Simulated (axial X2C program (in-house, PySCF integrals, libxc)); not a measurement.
# Spin–orbit effects along a row: molecules with C (ions), PBE0

All values come from calculations with an in-house all-electron X2C program for linear molecules (integrals from PySCF), spin-free (one-electron X2C) or two-component (2c: spin–orbit coupling with atomic mean-field Coulomb and Gaunt terms, which also bring small scalar terms), in Dyall basis sets with cores contracted in-house; open shells are unrestricted.

Basis sets: As dyall-cv3z, Br dyall-cv3z, C dyall-v3z, Ca dyall-cv3z, Co dyall-cv3z, Cr dyall-cv3z, Cu dyall-cv3z, Ga dyall-cv3z, Ge dyall-cv3z, K dyall-cv3z, Mn dyall-cv3z, Se dyall-cv3z, Zn dyall-v3z.

| molecule | spin-free state | Re (Å) | ωe (cm⁻¹) | De (eV) | 2c state | Re 2c (Å) | ωe 2c (cm⁻¹) | De 2c (eV) |
| --- | --- | --- | --- | --- | --- | --- | --- | --- |
| KC⁺ | M_S = 1, Λ = 1 | 3.160 | 127.8 | 0.10 | Ω = 2 | 3.160 | 127.8 | 0.09 |
| CaC⁺ | M_S = 3/2, Λ = 0 | 2.159 | 592.1 | 2.67 | Ω = 3/2 | 2.159 | 592.1 | 2.68 |
| CrC⁺ | M_S = 3/2, Λ = 0 | 1.642 | 685.1 | 1.94 | Ω = 3/2 | 1.642 | 684.6 | 1.94 |
| MnC⁺ | M_S = 1, Λ = 0 | 1.682 | 617.0 | 2.57 | Ω = 1 | 1.682 | 616.2 | 2.57 |
| CoC⁺ | M_S = 1, Λ = 2 | 1.601 | 840.9 | 2.95 | Ω = 3 | 1.601 | 839.5 | n/a |
| CuC⁺ | M_S = 1, Λ = 1 | 1.808 | 573.4 | 1.79 | Ω = 2 | 1.810 | 570.1 | 1.77 |
| ZnC⁺ | M_S = 1/2, Λ = 1 | 2.066 | 435.5 | 1.62 | Ω = 1/2 | 2.066 | 435.6 | 1.63 |
| GaC⁺ | M_S = 1, Λ = 0 | 2.046 | 377.9 | 0.40 | Ω = 1 | 2.047 | 377.5 | 0.40 |
| GeC⁺ | M_S = 3/2, Λ = 0 | 1.907 | 697.3 | 3.34 | Ω = 3/2 | 1.907 | 696.7 | n/a |
| AsC⁺ | M_S = 1, Λ = 1 | 1.734 | 930.7 | 4.05 | Ω = 2 | 1.736 | 922.1 | n/a |
| CSe⁺ | M_S = 1/2, Λ = 0 | 1.620 | 1145.0 | 4.89 | Ω = 1/2 | 1.621 | 1142.6 | 4.87 |
| CBr⁺ | M_S = 0, Λ = 0 | 1.691 | 993.0 | 6.34 | Ω = 0 | 1.692 | 990.9 | 6.24 |

Problem. Work out the shifts from the spin-free to the two-component result.

Solution. 

```csv
molecule,2c state,ΔRe (Å),Δωe (cm⁻¹),ΔDe (eV)
KC⁺,Ω = 2,0.000,0.0,-0.01
CaC⁺,Ω = 3/2,0.000,0.0,0.01
CrC⁺,Ω = 3/2,0.000,-0.5,0.00
MnC⁺,Ω = 1,0.000,-0.8,0.00
CoC⁺,Ω = 3,0.000,-1.4,n/a
CuC⁺,Ω = 2,0.002,-3.3,-0.02
ZnC⁺,Ω = 1/2,0.000,0.1,0.01
GaC⁺,Ω = 1,0.001,-0.4,0.00
GeC⁺,Ω = 3/2,0.000,-0.6,n/a
AsC⁺,Ω = 2,0.002,-8.6,n/a
CSe⁺,Ω = 1/2,0.001,-2.4,-0.02
CBr⁺,Ω = 0,0.001,-2.1,-0.10
```

Shifts of one unit in the last digit are rounding.

Fragments in 2c: K+ + C, Ca+ + C, Cr+ + C, Mn+ + C, Co+ + C, Cu+ + C, Zn+ + C, Ga+ + C, Ge+ + C, As+ + C, Se+ + C, Br + C+. Each entry is the lowest single determinant of a limited PBE0 search at one distance. De goes to single-determinant-based atoms at the same level (for ions the charge split of lowest energy) and is withheld (n/a) where an atom does not fit its ground term or J level. Main or longest-lived isotopes. One determinant is a doubtful description, or other states lie close, for KC⁺, CaC⁺, CrC⁺, MnC⁺, CoC⁺, CuC⁺, ZnC⁺, GaC⁺, GeC⁺, AsC⁺, CSe⁺; these need not be ground states, and all values refer to the states named. Some open-shell Ω = 0 determinants are out of reach, so the Ω given for KC⁺, MnC⁺, CuC⁺, GaC⁺, AsC⁺ need not be the lowest component. With several unpaired electrons the Ω given is that of one determinant, not necessarily of the lowest component. Some light 2c atoms are not at their ground J level, so De misses part of their lowering (0.04 eV or less). The functionals have no current term, which raises determinants with orbital currents. Where the atoms have a lower orbital projection than the molecule, De at mean-field level may be about a tenth of an eV too small.
